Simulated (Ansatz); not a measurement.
Two isomers of CH4AlNO: A = `[NH2][AlH][CH]=O`, B = `[OH][Al]1[CH2][NH]1`.

Program: Ansatz. Geometries: PBE0-D4/def2-TZVP. ΔE: electronic, gas phase. CBS: MP2 limit from def2 TZ/QZ plus the TZ coupled-cluster correction, frozen cores. Functionals use def2-TZVPP. B3LYP here is the variant with VWN-RPA as its local correlation; programs differ in this. One conformer a species, not always the lowest.

Q: Which is lower in electronic energy at CCSD(T)/CBS, and by how much? (Estimate.)

A: Ansatz gave: B, by 34.9 kJ/mol.

Q: Give E(B) − E(A) in kJ/mol with r2SCAN-D4, B3LYP, BLYP-D4, CCSD/def2-TZVPP, PBE0-D4, PBE-D4, HF/def2-TZVPP. (Estimate.)

A: The calculation gave: r2SCAN-D4 -35.9, B3LYP -18.2, BLYP-D4 -8.6, CCSD/def2-TZVPP -28.2, PBE0-D4 -35.4, PBE-D4 -27.4, HF/def2-TZVPP 1.9. The order is the other way round with HF/def2-TZVPP.

Q: Does the order hold for the free energy at 298.15 K (harmonic terms from PBE0-D4)? (Best estimate.)

A: The calculation gave: Yes: G(B) − G(A) = -19.2 kJ/mol, for one conformer each.

Largest T1 diagnostic: 0.015.

At CCSD(T), def2-SVP lies +34.5 kJ/mol from the extrapolated value and def2-TZVPP +6.1 kJ/mol. From PBE to PBE0 (25 % exact exchange), in def2-TZVPP and without D4, E(B) − E(A) moves by −8.0 kJ/mol.
